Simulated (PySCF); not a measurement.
Isomers of C9H10Si. Computed with PySCF, PBE0-D3(BJ)/def2-SVP geometry optimisation, gas phase. Energies are electronic, without zero-point or thermal terms, for one conformer each. No frequencies were run at this level. Point groups hold within 0.08 Å.

**Question.** Order them by energy at this level, lowest first, and give relative energies in kcal/mol.
A. `[SiH3]C1=CC2(C=CC=C2)C=C1`
B. `C#CC1=CC=CC(C)=C1[SiH3]`

**Answer.** B (0.0), A (7.1).

As drawn, the lower has an aromatic ring and a C≡C bond, which the higher lacks; the higher has a C=C bond outside aromatic rings and a quaternary carbon, which the lower lacks.

```csv
SMILES,E (Eh),E rel (kcal/mol),dipole (D),point group,"A, B, C (MHz)"
C#Cc1cccc(C)c1[SiH3],-637.53402,0.0,1.08,near Cs,"1449, 1149, 648.2"
[SiH3]C1=CC2(C=CC=C2)C=C1,-637.52273,7.1,0.91,near Cs,"3165, 646.7, 619.6"
```
